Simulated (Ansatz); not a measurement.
Consider the ligand exchange at the Sn–Br bond: `[Cl][SnH]([Cl])[Br]` + HCl → `[Cl][SnH]([Cl])[Cl]` + HBr.

Gas-phase electronic energies from Ansatz, PBE0-D4/def2-TZVP geometries. CBS: MP2 limit from def2 TZ/QZ plus the TZ coupled-cluster correction, frozen cores. This one scheme is used for every species. Functionals use def2-TZVPP. def2 core potentials past Kr. For Br, Sn outer-core shells are correlated without core-valence functions, which leaves a few kJ/mol of doubt a bond. Scalar relativity is left out up to krypton.

Task: Is it downhill or uphill in electronic energy at CCSD(T)/CBS, and by how much? (An estimate is asked.)

Result: Ansatz gave: Uphill: ΔE = +3.9 kcal/mol.

Task: What do these levels give: PBE0-D4, r2SCANh-D4, ωB97X-V, HF/def2-TZVPP, CCSD/def2-TZVPP, SCS-MP2/def2-QZVPP? (Best estimate.)

Result: The calculation gave: PBE0-D4 3.6, r2SCANh-D4 3.3, ωB97X-V 2.9, HF/def2-TZVPP 3.2, CCSD/def2-TZVPP 3.2, SCS-MP2/def2-QZVPP 3.5 kcal/mol.

Task: What do rigid-rotor, harmonic-oscillator terms from PBE0-D4/def2-TZVP frequencies (298.15 K, 1 bar) make of the CCSD(T)/CBS value? (Best estimate.)

Result: Computed: ΔZPE = -0.2 kcal/mol, ΔH = +3.5 kcal/mol, ΔS = -9 J/(mol·K), ΔG = +4.2 kcal/mol.

Largest T1 diagnostic among the species: 0.011.

At CCSD(T), def2-SVP lies −1.2 kcal/mol from the extrapolated value and def2-TZVPP −0.8 kcal/mol. Leaving LDA and LC-ωPBE aside and taking each functional with its dispersion term where it has one, the values, not all of them listed here, spread over 1.6 kcal/mol, from B97M-V to BHLYP-D4.
